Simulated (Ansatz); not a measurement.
Zn₂Se₃⁻, relaxed as a doublet with UKS PBE-D4/def2-SVPD in Ansatz, starting from the GFN1-xTB geometry. Force threshold 0.02 eV/Å.

The relaxation made no stability test and no search for a lower SCF solution. The structure comes from a short search, and lower isomers may exist.

Start:

```
atom   x (Å)   y (Å)   z (Å)
 Zn1  -0.787   2.454   3.430
 Zn2   0.595  -0.945  -1.777
 Se3  -0.745  -0.976   0.239
 Se4  -0.698   0.749   1.762
 Se5   1.634  -1.282  -3.654
```

Problem. Estimate the energy that the relaxation releases and the steps that it takes.

Solution. 2.07 eV, in 35 steps; 2.2 min on 4 threads of Arm Neoverse V2 on a shared host. No frequencies were taken in this run, so the end may be a saddle point.

Problem. Does the start keep its bonding?

Solution. Bonds lost: Se3–Se4 (atoms count from 1). Bonds formed: Zn1–Se5, Zn2–Se4 (atoms count from 1). Metal–metal contacts that move far: Zn1–Zn2 6.37 to 2.59 Å. The end is the same structure that another start reached, the lowest one found.

Problem. Predict the relaxed structure.

Solution. 
Cartesian coordinates in Å:
```
Zn 1.081 1.599 0.126
Zn -0.365 -0.544 -0.052
Se -1.670 -2.462 -0.180
Se -0.083 0.924 1.991
Se 1.037 0.484 -1.885
```
Bond lengths (bridged metal pairs left out): 5 × Se–Zn 2.30 to 2.53 Å.
